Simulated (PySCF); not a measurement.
# What a mistake does to a calculation on AlC2H4O

These are calculations, not measurements. The program is PySCF 2.14.0, an open-source quantum chemistry code, run on an isolated molecule that a program drew, which may never have been made. The molecule is AlC2H4O (charge 0, doublet), drawn as the SMILES string `[CH2][CH2][Al]=[O]`.

Each row is a Hartree-Fock (HF) and frozen-core CCSD(T) single point in the cc-pV(D+d)Z basis, meant for a local HF minimum. Run 1 is clean. Each other run has one planted mistake out of seven kinds, and not every kind appears here: one electron removed, one electron added, multiplicity raised by two, geometry at a saddle point, minimal basis STO-3G, one bond length entered in bohr, all coordinates scaled. The reference is restricted for singlets and unrestricted otherwise, and also for a bond in bohr. Adding or removing an electron swaps singlet and doublet. Electrons count all cores. HOMO and LUMO are orbital energies over both spins, the gradient is its largest component, and the lowest frequency (negative if imaginary) is given only where the gradient is small. Bond lengths are over the 7 bonds as drawn. T1 is the CCSD diagnostic: over 0.02 (restricted) or 0.045 (unrestricted) a single reference is doubtful.

Geometry of the clean run:
```xyz
8
AlC2H4O, angstrom
C    -1.0202   -0.9521    0.9647
C    -0.6618    0.4561    1.3169
Al   -2.1602    1.3780    2.2027
O    -3.3780    2.0844    2.9078
H    -0.9535   -1.7354    1.7094
H    -1.5717   -1.1648    0.0574
H     0.1938    0.4963    1.9976
H    -0.3989    1.0394    0.4295
```

| run | electrons | basis functions | <S^2> | HOMO (eV) | LUMO (eV) | gradient (hartree/bohr) | lowest frequency (cm^-1) | mean bond (Å) | longest bond (Å) | T1 | HF (hartree) | CCSD(T) (hartree) | mistake |
|---|---|---|---|---|---|---|---|---|---|---|---|---|---|
| 1 | 37 | 85 | 0.766 | -9.52 | 1.59 | 4.2e-05 | 122 | 1.3419 | 1.970 | 0.0262 | -394.78483 | -395.34903 | no fault |
| 2 | 36 | 85 | 0.000 | -15.23 | -6.65 | 7.3e-02 | - | 1.3419 | 1.970 | 0.0419 | -394.48495 | -395.05290 | one electron removed |
| 3 | 37 | 85 | 0.767 | -9.58 | 1.52 | 1.7e-02 | - | 1.3620 | 1.999 | 0.0270 | -394.78305 | -395.35084 | all coordinates scaled |
| 4 | 37 | 85 | 3.777 | -5.62 | 0.35 | 1.1e-01 | - | 1.3419 | 1.970 | 0.0319 | -394.69674 | -395.20579 | multiplicity raised by two |
| 5 | 38 | 85 | 0.000 | -0.33 | 6.69 | 2.0e-02 | - | 1.3419 | 1.970 | 0.0376 | -394.73623 | -395.34589 | one electron added |
| 6 | 37 | 28 | 0.782 | -5.95 | 8.07 | 2.6e-02 | - | 1.3419 | 1.970 | 0.0335 | -389.87565 | -390.13081 | ? |

**Which mistake was planted in run 6, and what did it cost?**

It has 28 basis functions where the clean run has 85, with the same electrons and geometry. So the mistake is: minimal basis STO-3G. Subtracting run 1 and multiplying by 627.51 kcal/mol a hartree, the energy moved by 3080.6 kcal/mol in HF and 3274.5 kcal/mol in CCSD(T).

Cautions from the logs. Run 2: T1 is over the limit, so its CCSD(T) energy is less reliable; run 5: T1 is over the limit, so its CCSD(T) energy is less reliable and the added electron raises the CCSD(T) energy, so it isn't bound in this basis.
